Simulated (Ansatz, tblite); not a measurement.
Isomers of Pb3Se2 (singlet), found by a short tight-binding search and relaxed with r2SCAN-D4/def2-SVP in Ansatz.

In the def2 sets Pb takes a core potential; there is no spin–orbit coupling. The xTB rows come from tblite. Correlated methods freeze 30 core orbitals; core or outer-core shells of Pb, Se are correlated, in sets that lack core-valence functions.

Run but left out: HF/def2-SVP, HF/def2-TZVP (A: restricted singlet, unstable towards broken spin symmetry); B2PLYP/def2-TZVP, PBE-QIDH/def2-TZVP (A: restricted singlet, unstable in another Hartree–Fock run and untested here).

A further structure is left out (at the level of its geometry, restricted singlet, unstable towards broken spin symmetry at other levels and untested here); at PBE0-D4/def2-TZVP its energy lies 1.00 eV above the lowest shown.

A: The restricted singlet is unstable towards broken spin symmetry in Hartree–Fock (as tested in another run); at PBE-D4/def2-SVP, PBE-D4/def2-TZVP, r2SCAN-D4/def2-TZVP, PBE0-D4/def2-SVP and others this wasn't settled. At CCSD(T)/def2-SVP T1 of the charge 0 singlet is large (up to 0.021), so the single-reference result is doubtful. At CCSD(T)/def2-SVP, MP2/def2-TZVP the restricted singlet (for correlated methods, its reference) is unstable: a solution with broken spin symmetry lies lower. B: The restricted singlet is unstable towards broken spin symmetry in Hartree–Fock (as tested in another run); at PBE-D4/def2-SVP, PBE-D4/def2-TZVP, r2SCAN-D4/def2-TZVP, PBE0-D4/def2-SVP and others this wasn't settled. At CCSD(T)/def2-SVP, MP2/def2-TZVP the restricted singlet (for correlated methods, its reference) is unstable: a solution with broken spin symmetry lies lower.

Other spin states weren't relaxed.

A:

```csv
atom,x (Å),y (Å),z (Å)
Pb1,-2.000,1.037,-0.142
Pb2,1.209,0.563,-0.885
Pb3,0.169,0.131,2.247
Se4,1.755,-1.467,0.979
Se5,-1.133,-0.264,-2.199
```

B:

Cartesian coordinates in Å:
```
Pb 0.3451 -1.8067 -0.2319
Pb 0.2360 0.8218 -1.9327
Pb -0.4278 0.1824 2.0616
Se -1.8923 0.0994 -0.2985
Se 1.7391 0.7031 0.4015
```

Problem. Estimate which lies lowest at each level, and how far above it the others are (eV).

Solution. 
| level | A | B |
| --- | --- | --- |
| GFN1-xTB | 1.51 | 0.00 |
| GFN2-xTB | 0.99 | 0.00 |
| PBE-D4/def2-SVP | 0.98 | 0.00 |
| PBE-D4/def2-TZVP | 0.98 | 0.00 |
| r2SCAN-D4/def2-TZVP | 1.02 | 0.00 |
| PBE0-D4/def2-SVP | 1.06 | 0.00 |
| PBE0-D4/def2-TZVP | 1.05 | 0.00 |
| MP2/def2-SVP | 1.16 | 0.00 |
| MP2/def2-TZVP | 1.34 | 0.00 |
| CCSD/def2-SVP | 0.96 | 0.00 |
| CCSD(T)/def2-SVP | 0.95 | 0.00 |
Point groups (tolerance 0.1 Å): A Cs, B C2v. Lower isomers may exist.
